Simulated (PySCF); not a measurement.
# Peak assignment

Mapped SMILES: `[CH3:1][C:2]([CH3:3])=[N:4]/[N:5]=[CH:6]/[C:7]([F:8])([F:9])[F:10]`. Each H is labelled by its parent atom.

PySCF 2.14 calculation with geometry from GFN2-xTB and PBE0/pcSseg-1 with gauge-including orbitals; gas phase, rapidly exchanging positions averaged, a single conformation, relativity neglected.

Chemical shifts δ = σref − σ; TMS for ¹³C (σ = 186.93 ppm) and ¹H (σ = 31.72 ppm), all at this level.

Task: Assign these signals to the numbered atoms. ¹³C{¹H} NMR (computed): δ 130.5, 130.4, 115.6, 27.1, 17.4.

Result: 
| δ (ppm) | atoms | environment | reason |
| --- | --- | --- | --- |
| 130.5 | C2 | C=N carbon | – |
| 130.4 | C7 | CF3 carbon | 3 electronegative neighbours deshield it |
| 115.6 | C6 | C=N carbon | – |
| 27.1 | C3 | methyl carbon | a saturated carbon with 1 carbon neighbour and no heteroatom attached |
| 17.4 | C1 | methyl carbon | – |

C2 and C7 lie closer than the usual error of such a calculation, so a measured spectrum could show them in the other order.

Task: Assign these signals to the numbered atoms. ¹H NMR (300 MHz, computed): δ 6.22 (m, 1H), 2.03 (s, 3H), 1.73 (s, 3H).

Result: 
| δ (ppm) | atoms | environment | reason |
| --- | --- | --- | --- |
| 6.22 | H(C6) | hydrogen on a C=N carbon | – |
| 2.03 | H(C3) | hydrogen on a methyl carbon | – |
| 1.73 | H(C1) | hydrogen on a methyl carbon | – |

Splittings by ¹⁹F in the carbon and heteronuclear signals aren't shown, as no couplings were computed. Shifts are as computed. Against solution values, carbons near 30 ppm lie about +3 ppm off and those near 130 ppm about +5 ppm. Of 1211 compounds with measured shifts, 218 miss one by over three times the rms of a fit or turn the order of signals round; such compounds aren't used in these exercises. No couplings were computed; multiplicities are counted from neighbouring protons, with m where these are inequivalent, close in shift, in a saturated or five-membered ring or joined by F or P, and br s for small geminal =CH2 splittings.
